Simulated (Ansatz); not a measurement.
Geometry optimisation, Ansatz, RKS PBE0/def2-SVP.

Input file:

```yaml
crystal:
  periodic: [false, false, false]
  atoms:
    - { symbol: Si, position_ang: [0.0, 0.0, 0.0] }
    - { symbol: "N", position_ang: [0.0, 0.0, 1.82] }
    - { symbol: H, position_ang: [-0.877, -0.2713, 2.35] }
    - { symbol: H, position_ang: [0.877, 0.2713, 2.35] }
    - { symbol: O, position_ang: [1.5842, 0.0, -0.5594] }
    - { symbol: H, position_ang: [1.9006, -0.9521, -0.6761] }
    - { symbol: H, position_ang: [-0.6877, 1.1914, -0.4862] }
    - { symbol: O, position_ang: [-0.7913, -1.3709, -0.5594] }
    - { symbol: H, position_ang: [-1.2459, -1.8365, 0.2129] }
basis:
  gaussian: { orbitals: def2-SVP }
hamiltonian:
  xc: pbe0
relax:
  f_tol: 0.02
  max_steps: 40
```

Command:

```bash
$ ansatz run input.yaml --threads 2 --pin off --max-ram 3072MiB --backend cpu --events-out ev --progress --plain --runs-dir out
```

**Question.** Where does it end, and by what steps?

**Answer.** It converged. After 9 steps the energy has fallen by 0.526 eV; O8 moved furthest, 0.44 Å.

| step | energy less start (eV) | largest force component (eV/Å) | accepted |
| --- | --- | --- | --- |
| 0 | 0.0000 | 2.102 | yes |
| 1 | -0.3612 | 1.011 | yes |
| 2 | -0.4538 | 0.407 | yes |
| 3 | -0.4872 | 0.350 | yes |
| 4 | -0.4892 | 0.566 | yes |
| 5 | -0.4942 | 0.407 | yes |
| 6 | -0.5143 | 0.115 | yes |
| 7 | -0.5229 | 0.169 | yes |
| 8 | -0.5251 | 0.132 | yes |
| 9 | -0.5256 | 0.014 | yes |

```xyz
9
Properties=species:S:1:pos:R:3
Si -0.078 -0.009 0.036
N 0.113 -0.159 1.746
H -0.709 -0.235 2.336
H 0.836 0.376 2.216
O 1.437 -0.135 -0.629
H 1.991 -0.838 -0.276
H -0.623 1.248 -0.522
O -1.167 -1.174 -0.426
H -1.041 -2.041 -0.028
```

The run took 17 s on 2 threads of Arm Neoverse V2, with other jobs on the host, peak memory 0.16 GiB.
